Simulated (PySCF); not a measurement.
## Polarisability and C₆ of In⁺ (indium, charge +1)

[Kr] 4d10 5s2, closed-shell 1S. Calculation: PySCF 2.14, in aug-cc-pVQZ-DK3 (9s8p6d3f2g, 102 functions); the spin-free X2C one-electron Hamiltonian (Gaussian nucleus). Coupled (time-dependent) response in atomic units; α is the mean over directions.

```json
{"method": "UHF", "mean α (bohr³)": "29.44", "C₆ (like pair)": "206.1", "S(−4)": "381.5"}
{"method": "PBE", "mean α (bohr³)": "23.78", "C₆ (like pair)": "160.1", "S(−4)": "232.0"}
{"method": "PBE0", "mean α (bohr³)": "24.98", "C₆ (like pair)": "169.3", "S(−4)": "260.9"}
{"method": "revPBE", "mean α (bohr³)": "24.23", "C₆ (like pair)": "164.1", "S(−4)": "241.6"}
```

S(−4) is the Cauchy moment in α(ω) = α(0) + S(−4) ω² + …

α(iu) at PBE:

```
u (hartree)  α(iu) (bohr³)
          0          23.78
     0.0500          23.21
      0.100          21.70
      0.200          17.43
      0.300          13.49
      0.500          8.555
      0.750          5.612
       1.00          4.098
       1.50          2.565
       2.00          1.784
       3.00          1.003
       5.00         0.4341
```

A single London oscillator, α(iu) = α/(1 + u²/ω²), gives C₆ = (3/4) ω α². Matching the computed C₆ needs ω = 4 × 160.1 / (3 × 23.78²) = 0.377 hartree.

For an ion, C₆ is the dispersion term alone; charge-induced terms of lower order in 1/R come first.
